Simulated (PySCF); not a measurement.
A structure optimised at PBE-D3(BJ)/def2-SVP, used in a PySCF frequency run:

```xyz
15

F      1.6745     1.5900     0.8506
Si     1.0909     0.7642    -0.4543
C      1.2164    -1.0928    -0.1112
Si    -0.3892    -1.6445     0.7492
C     -1.7846    -0.7969    -0.2296
Si    -1.2634     1.0099    -0.5806
H      1.9147     1.1923    -1.6396
H      1.2921    -1.6184    -1.0896
H      2.1295    -1.3393     0.4699
H     -0.5406    -3.1436     0.7740
H     -0.3929    -1.1398     2.1687
H     -1.8997    -1.3245    -1.2016
H     -2.7609    -0.8529     0.2940
H     -1.7467     1.9263     0.5127
H     -1.7913     1.5123    -1.8997
```
Charge 0, spin multiplicity 1.

**Question.** Write its SMILES and formula.

**Answer.** F[Si@H]1C[SiH2]C[SiH2]1, C2H9FSi3

**Question.** What are its rotational constants (standard atomic weights)?

**Answer.** 2.2669, 1.6006, 1.1125 GHz
